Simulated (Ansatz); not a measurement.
(KCl)4 ring (K₄Cl₄), 8 atoms. Hardware: 4 threads of INTEL XEON PLATINUM 8581C on a shared host.

Correlated methods freeze 40 core orbitals; core or outer-core shells of K are correlated, in sets that lack core-valence functions.

(1) How many basis functions does each of these Ansatz runs have, and roughly what does it cost? BHLYP-D4/def2-TZVP, charge 0 singlet, energy, from earlier orbitals; ωB97X-V/def2-TZVP, charge 0 singlet, energy, from earlier orbitals; RPA@PBE/def2-TZVP, charge 0 singlet, energy, from earlier orbitals; PBE-D4/def2-SVP, charge 0 singlet, energy, from earlier orbitals; PBE0-D4/def2-TZVP, charge 0 singlet, energy, from earlier orbitals; PBE-D4/def2-TZVP, charge 0 singlet, energy and forces, from earlier orbitals; r2SCAN-D4/def2-TZVP, charge 0 singlet, energy, from earlier orbitals; PBE0-D4/def2-SVP, charge 0 singlet, energy, from earlier orbitals; HF/STO-3G, charge 0 singlet, energy; MP2/def2-TZVP, charge 0 singlet, energy, from earlier orbitals; CAM-B3LYP-D4/def2-TZVP, charge 0 singlet, energy, from earlier orbitals; PBE-D4/def2-SVP, charge 0 singlet, relaxation, 4 steps.

Results:

(1) Other jobs shared the machine, so times can vary by a factor of up to 3. A dash marks memory too small to be measured apart from the calling script's.

```json
{"run": "HF/STO-3G, charge 0 singlet, energy", "functions": "88", "fitting or Cholesky vectors": "1050", "wall time": "0.4 s", "peak host memory (GiB)": "–"}
{"run": "PBE-D4/def2-SVP, charge 0 singlet, energy, from earlier orbitals", "functions": "168", "fitting or Cholesky vectors": "1884", "wall time": "1.4 s", "peak host memory (GiB)": "–"}
{"run": "PBE0-D4/def2-SVP, charge 0 singlet, energy, from earlier orbitals", "functions": "168", "fitting or Cholesky vectors": "1544", "wall time": "2.4 s", "peak host memory (GiB)": "0.61"}
{"run": "PBE-D4/def2-TZVP, charge 0 singlet, energy and forces, from earlier orbitals", "functions": "280", "fitting or Cholesky vectors": "2324", "wall time": "2.8 s", "peak host memory (GiB)": "0.58"}
{"run": "PBE-D4/def2-SVP, charge 0 singlet, relaxation, 4 steps", "functions": "168", "fitting or Cholesky vectors": "1884", "wall time": "4.4 s", "peak host memory (GiB)": "–"}
{"run": "MP2/def2-TZVP, charge 0 singlet, energy, from earlier orbitals", "functions": "280", "fitting or Cholesky vectors": "2128", "wall time": "4.7 s", "peak host memory (GiB)": "1"}
{"run": "r2SCAN-D4/def2-TZVP, charge 0 singlet, energy, from earlier orbitals", "functions": "280", "fitting or Cholesky vectors": "2324", "wall time": "5.5 s", "peak host memory (GiB)": "0.66"}
{"run": "PBE0-D4/def2-TZVP, charge 0 singlet, energy, from earlier orbitals", "functions": "280", "fitting or Cholesky vectors": "2488", "wall time": "6 s", "peak host memory (GiB)": "1.4"}
{"run": "CAM-B3LYP-D4/def2-TZVP, charge 0 singlet, energy, from earlier orbitals", "functions": "280", "fitting or Cholesky vectors": "2128", "wall time": "6 s", "peak host memory (GiB)": "1.4"}
{"run": "RPA@PBE/def2-TZVP, charge 0 singlet, energy, from earlier orbitals", "functions": "280", "fitting or Cholesky vectors": "2128", "wall time": "6.5 s", "peak host memory (GiB)": "0.84"}
{"run": "BHLYP-D4/def2-TZVP, charge 0 singlet, energy, from earlier orbitals", "functions": "280", "fitting or Cholesky vectors": "2628", "wall time": "6.5 s", "peak host memory (GiB)": "1.5"}
{"run": "ωB97X-V/def2-TZVP, charge 0 singlet, energy, from earlier orbitals", "functions": "280", "fitting or Cholesky vectors": "2128", "wall time": "12 s", "peak host memory (GiB)": "1.6"}
```
